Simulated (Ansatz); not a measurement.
One change: `[SiH3]S` becomes `S[SiH2][SnH3]`.

Ansatz, PBE0-D4/def2-TZVP geometries, multiplicity 1. Each molecule was computed in one conformer, which needn't be the lowest.

Elements past krypton have def2 core potentials.

| property | `[SiH3]S` |
| --- | --- |
| ideal-gas entropy at 298 K and 1 bar (rigid rotor, harmonic PBE0-D4/def2-TZVP) / J/(mol·K) | 273 |
| HOMO energy (ωB97M-V/def2-TZVPP) / eV | -9.71 |
| size of the dipole moment (ωB97M-V/def2-TZVPP) / D | 0.99 |
| LUMO energy (PBE0/def2-TZVPP) / eV | 0.09 |
| HOMO–LUMO gap (PBE/def2-TZVPP) / eV | 5.53 |
| HOMO energy (PBE0/def2-TZVPP) / eV | -7.52 |

What does the change do to each property? (Estimate.)

Computed: 
```tsv
property	`S[SiH2][SnH3]`	shift
ideal-gas entropy at 298 K and 1 bar (rigid rotor, harmonic PBE0-D4/def2-TZVP) / J/(mol·K)	362	89
HOMO energy (ωB97M-V/def2-TZVPP) / eV	-9.28	0.43
size of the dipole moment (ωB97M-V/def2-TZVPP) / D	0.81	-0.18
LUMO energy (PBE0/def2-TZVPP) / eV	-0.49	-0.58
HOMO–LUMO gap (PBE/def2-TZVPP) / eV	4.83	-0.70
HOMO energy (PBE0/def2-TZVPP) / eV	-7.23	0.29
```

With PBE0 the HOMO rises by 0.29 eV and the LUMO falls by 0.58 eV, so the gap narrows by about 0.87 eV. PBE moves the HOMO by 0.17 eV and ωB97M-V by 0.43 eV. The zero-point energy changes by 33.7 kJ/mol with +9 modes. Dipoles are sizes alone; their direction can turn.
